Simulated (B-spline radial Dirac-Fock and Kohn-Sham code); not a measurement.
# Rb: K-LL lines in intermediate coupling

System: atomic rubidium, configuration [Kr] 5p1 (not the ground configuration).

Method: multi-electron Dirac-Fock with separately optimised hole states, Breit and Lamb-shift corrections added in first order. Computed with a radial B-spline solver. The two-hole levels come from diagonalising the Coulomb interaction among the jj configurations; intensities are independent-particle Coulomb rates. Kinetic energies are from the vacuum level. Correlation energy is missing from these numbers. Open outer shells are spectators and are not coupled to the holes. Labels follow the leading weight; the literature often keeps the label of the LS limit.

| kinetic energy (eV) | J | leading jj holes (weight) | leading LS term (weight) | intensity (%) |
| --- | --- | --- | --- | --- |
| 10958.1 | 0 | L1L1 (0.99) | ¹S0 (0.99) | 6.9 |
| 11159.3 | 1 | L1L2 (0.81) | ¹P1 (0.77) | 17.3 |
| 11190.8 | 0 | L1L2 (1.00) | ³P0 (1.00) | 0.8 |
| 11227.0 | 1 | L1L3 (0.81) | ³P1 (0.77) | 5.9 |
| 11251.8 | 2 | L1L3 (1.00) | ³P2 (1.00) | 2.8 |
| 11355.2 | 0 | L2L2 (0.97) | ³P0 (0.50) | 3.4 |
| 11420.0 | 2 | L2L3 (0.98) | ¹D2 (0.78) | 47.8 |
| 11433.3 | 1 | L2L3 (1.00) | ³P1 (1.00) | 0.0 |
| 11470.4 | 0 | L3L3 (0.97) | ³P0 (0.50) | 2.8 |
| 11489.5 | 2 | L3L3 (0.98) | ³P2 (0.78) | 12.4 |

The strongest line, by its leading LS label ¹D2, lies at 11420.0 eV. The mean weight of the leading component is 0.95 in jj and 0.81 in LS coupling, so jj labels describe these levels better.
